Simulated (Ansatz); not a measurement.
Calculated with Ansatz (gas phase, PBE0-D4/def2-TZVP geometries, no zero-point term in ΔE). CCSD(T)/CBS is the MP2 limit (def2-TZVPP, def2-QZVPP) plus CCSD(T) − MP2 in def2-TZVPP, frozen cores. This one scheme is used for every species. DFT in def2-TZVPP. B3LYP here is the variant with VWN-RPA as its local correlation; programs differ in this. One conformer a species, not always the lowest.

Reaction (formal hydrolysis of the Si–S bond): `CO[SiH]([SiH3])S` + H₂O → `CO[SiH](O)[SiH3]` + H₂S

| level | ΔE (kcal/mol) |
| --- | --- |
| revPBE-D4 | -4.5 |
| revPBE | -6.2 |
| B3LYP | -9.8 |
| BHLYP | -10.7 |
| SCS-MP2/def2-TZVPP | -8.7 |
| CCSD(T)/def2-TZVPP | -8.3 |
| SCS-MP2/def2-QZVPP | -8.1 |
| MP2/CBS(def2) | -5.9 |

(1) What does CCSD(T)/CBS give? (An estimate is asked.)

Largest T1 diagnostic among the species: 0.012.

Answers

(1) Computed: -7.0 kcal/mol. The listed levels differ from it by 2.5, 0.8, -2.8, -3.7, -1.7, -1.3, -1.1, 1.1 kcal/mol.

Leaving LDA and LC-ωPBE aside and taking each functional with its dispersion term where it has one, the values, not all of them listed here, spread over 5.4 kcal/mol, from CAM-B3LYP-D4 to revPBE-D4. The D4 term adds +1.8 kcal/mol with B3LYP and +1.0 kcal/mol with PBE0; it sums over pairs of atoms, weighted by their polarisabilities, and B3LYP, whose exchange is more repulsive, gets the larger term. In def2-TZVPP, CCSD(T) changes the Hartree–Fock value by +3.9 kcal/mol (the triples alone add +0.8 kcal/mol) and MP2 by +5.0 kcal/mol.
